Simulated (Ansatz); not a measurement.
The first iterations of a band of C₄H₁₀OSi (16 atoms, charge 0, multiplicity 1).

Method: RKS PBE0/cc-pVDZ in Ansatz 0.2.0.

```
movable images  : 9
climbing image  : yes
spring          : 5.0 eV/Å²
optimiser       : quadratic models (default)
start path      : through a guess of the saddle point
force threshold : 0.05 eV/Å
iteration limit : 30
end points      : relaxed
```

Image 0:

```xyz
16
Properties=species:S:1:pos:R:3
C 0.105 -2.110 -0.694
C -0.660 -1.023 -0.577
C -0.212 0.366 -0.235
C 1.236 0.656 -0.606
O -1.104 1.242 -0.938
Si -0.540 0.617 1.654
H -0.340 -3.084 -0.909
H 1.191 -2.079 -0.572
H -1.746 -1.105 -0.707
H 1.937 -0.006 -0.076
H 1.506 1.693 -0.344
H 1.377 0.524 -1.690
H -0.870 2.147 -0.692
H -0.396 2.088 1.945
H 0.432 -0.147 2.503
H -1.940 0.199 1.983
```

Image 10:

```xyz
16
Properties=species:S:1:pos:R:3
C 0.077 -2.008 -0.838
C -0.676 -0.956 -0.504
C -0.202 0.417 -0.125
C 1.254 0.693 -0.475
O -1.060 1.401 -0.714
Si -0.514 0.663 1.764
H -0.380 -2.969 -1.082
H 1.168 -1.959 -0.872
H -1.768 -1.061 -0.485
H 1.946 0.036 0.074
H 1.506 1.736 -0.234
H 1.428 0.538 -1.554
H -1.025 1.266 -1.672
H -0.218 2.085 2.134
H 0.384 -0.251 2.544
H -1.943 0.348 2.084
```

| iteration | highest image above the first end (eV) | largest band force component (eV/Å) |
| --- | --- | --- |
| 1 | 0.656 | 8.304 |
| 2 | 0.176 | 1.801 |
| 3 | 0.238 | 1.735 |

Task: Does the band converge within its limit, and where does its top end?

Result: The forces met the threshold. It ended after 9 iterations with the highest image 0.060 eV above the first end. A vibrational analysis at the climbing image gives one clearly imaginary mode, 332i cm⁻¹: a first-order saddle point.

Run time: 9.2 min on 2 threads of Intel(R) Xeon(R) Platinum 8259CL CPU @ 2.50GHz (Skylake/Cascade Lake) (shared host), peak memory 0.44 GiB.
